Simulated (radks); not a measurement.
Eu I, 63 electrons, occupied as [Xe] 4f6 6s2 6p1 (not the ground configuration). Method: scalar-relativistic Kohn-Sham, r2SCAN, spin-unpolarised, spherical densities, finite nucleus; meta-GGA in the generalised Kohn-Sham scheme; Fermi nuclear charge, rms radius 5.1115 fm; computed with a radial shooting solver on a logarithmic mesh with Libxc functionals. Some entries of the table are withheld. Estimate them.

orbital,occ.,eigenvalue (eV),<r^2> (bohr^2)
1s,2,-48446.92,0.0006795
2s,2,-7985.690,(1)
2p,6,-7112.760,0.008595
3s,2,(2),0.07095
3p,6,(3),0.07116
3d,10,-1135.868,0.06004
4s,2,-364.5436,0.3607
4p,6,-274.0872,0.4068
4d,10,-147.5392,(4)
5s,2,-52.9711,(5)
5p,6,-30.6736,2.794
4f,6,-11.4915,1.027
6s,2,-5.4407,17.22
6p,1,(6),28.34

Answer. 
(1) 2s <r^2> (bohr^2): 0.01068
(2) 3s eigenvalue (eV): -1774.098
(3) 3p eigenvalue (eV): -1500.993
(4) 4d <r^2> (bohr^2): 0.4925
(5) 5s <r^2> (bohr^2): 2.071
(6) 6p eigenvalue (eV): -2.1996
